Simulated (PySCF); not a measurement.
Isomers of C6H8FNO, one GFN2-xTB conformer each. Single-point energies are computed at PBE0/pcSseg-1 (PySCF, gas phase, no added dispersion term), electronic only.

```
                SMILES  GFN2-xTB relative energy (kJ/mol)
       CN1CCC(C=O)=C1F                                0.0
       CN(C)C(=O)C#CCF                              102.0
CN(C)C(=O)[C@@H]1C=C1F                              193.2
  C=C(C)/C(F)=C/C(N)=O                               68.7
```

Conformers: `[CH3:1][N:2]1[CH2:3][CH2:4][C:5]([CH:6]=[O:7])=[C:8]1[F:9]` with C4–C5–C6–O7 -1°; `[CH3:1][N:2]([CH3:3])[C:4](=[O:5])[C:6]#[C:7][CH2:8][F:9]` with C1–N2–C4–O5 180°; `[CH3:1][N:2]([CH3:3])[C:4](=[O:5])[C@@H:6]1[CH:7]=[C:8]1[F:9]` with C1–N2–C4–O5 177°, N2–C4–C6–C7 178°; `[CH2:1]=[C:2]([CH3:3])/[C:4]([F:5])=[CH:6]/[C:7]([NH2:8])=[O:9]` with C1–C2–C4–F5 0°, C4–C6–C7–N8 0°, C6–C7–N8–H 180° and 0°.

What does PBE0/pcSseg-1 give for the same structures?

```tsv
SMILES	PBE0/pcSseg-1 E (Eh)	PBE0/pcSseg-1 (kJ/mol)	GFN2-xTB (kJ/mol)	point group
C=C(C)/C(F)=C/C(N)=O	-462.69533	0.0	68.7	Cs
CN1CCC(C=O)=C1F	-462.68407	29.6	0.0	near Cs
CN(C)C(=O)C#CCF	-462.63662	154.1	102.0	Cs
CN(C)C(=O)[C@@H]1C=C1F	-462.60916	226.2	193.2	C1
```

GFN2-xTB puts CN1CCC(C=O)=C1F lowest instead; measured from each level's own lowest isomer, the values differ by up to 68.7 kJ/mol (C=C(C)/C(F)=C/C(N)=O: 68.7 against 0.0). As drawn, the lowest has an N–H bond, which the highest lacks; the highest has a three-membered ring, which the lowest lacks.

Which frontier levels, dipoles and rotational constants go with these structures?

```
                SMILES  HOMO (eV, PBE0/pcSseg-1)  LUMO (eV)  dipole (D)       A, B, C (MHz)
  C=C(C)/C(F)=C/C(N)=O                     -7.35      -1.79        3.73  3291, 970.7, 753.1
       CN1CCC(C=O)=C1F                     -5.98      -0.63        6.45   3096, 1210, 884.8
       CN(C)C(=O)C#CCF                     -7.23      -0.76        2.41  3480, 745.7, 621.4
CN(C)C(=O)[C@@H]1C=C1F                     -6.92       0.25        3.51   2961, 1031, 897.4
```
